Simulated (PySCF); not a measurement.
A structure optimised at PBE-D3(BJ)/def2-SVP, used in a PySCF frequency run:

```
C
H 1 1.1085
H 1 1.1114 2 109.10
H 1 1.1115 2 109.66 3 119.40
O 1 1.4308 2 105.90 3 -119.33
Se 5 1.8056 1 115.79 2 -174.64
Cl 6 2.2287 5 102.15 1 -74.77
```

**Question.** Write its SMILES and formula.

**Answer.** CO[Se]Cl, CH3ClOSe

**Question.** What are its rotational constants (standard atomic weights)?

**Answer.** 5.2865, 2.5559, 1.8332 GHz
